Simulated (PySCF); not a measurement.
# Working out the ionisation energy of Pd

Pd [Kr] 4d10 (1S) → Pd⁺ [Kr] 4d9 (2D). Computed with PySCF 2.14 in aug-cc-pVTZ-PP with one added diffuse shell each of s, p, d, f, g type with ECP28MDF (7s7p6d4f3g, 113 functions), with scalar relativity through the core potential. Frozen: 4s2 4p6. Energies in hartree (1 hartree = 27.21139 eV):

```json
{"part": "UHF", "Pd (lower)": "-126.609020", "Pd⁺ (upper)": "-126.379845"}
{"part": "MP2 opposite-spin", "Pd (lower)": "-0.249492", "Pd⁺ (upper)": "-0.190185"}
{"part": "MP2 same-spin", "Pd (lower)": "-0.135120", "Pd⁺ (upper)": "-0.104215"}
```

What does Hartree-Fock give?

(-126.379845) − (-126.609020) = 0.229175 hartree = 6.236 eV.

What do MP2 and SCS-MP2 (6/5 opposite-spin, 1/3 same-spin) give?

The opposite-spin parts differ by 1.614 eV and the same-spin parts by 0.841 eV. MP2: 6.236 + (1.614) + (0.841) = 8.691 eV. SCS-MP2: 6.236 + 1.2 × (1.614) + (0.841)/3 = 8.453 eV.

Measured between the centres of the two terms (NIST): 8.512 eV, so MP2 (valence) is off by 0.179 eV.

What remains against the reference includes basis incompleteness, the frozen core and correlation beyond second order.
